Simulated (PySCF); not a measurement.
C3H4BF3, SMILES FB(F)/C=C(/F)C.

Geometry: PBE-D3(BJ)/def2-SVP. The structure was generated by enumeration; whether it is a known compound was not checked. Other conformers were not sampled.

Calculation: PySCF with HF/def2-TZVP.

Symmetry labels are those of the subgroup Cs that the program uses (full group Cs).

Problem. List the valence orbital energies around the gap with their symmetry. (The exact figures need the calculation; the answer reports its results.)

Solution. 
| orbital | symmetry | energy (eV) |
|---|---|---|
| HOMO−7 | A' | -18.51 |
| HOMO−6 | A" | -17.82 |
| HOMO−5 | A' | -17.53 |
| HOMO−4 | A" | -15.98 |
| HOMO−3 | A' | -15.57 |
| HOMO−2 | A' | -15.37 |
| HOMO−1 | A' | -14.72 |
| HOMO | A" | -10.63 |
| LUMO | A" | 2.37 |
| LUMO+1 | A' | 3.15 |
| LUMO+2 | A' | 4.18 |
| LUMO+3 | A' | 4.78 |
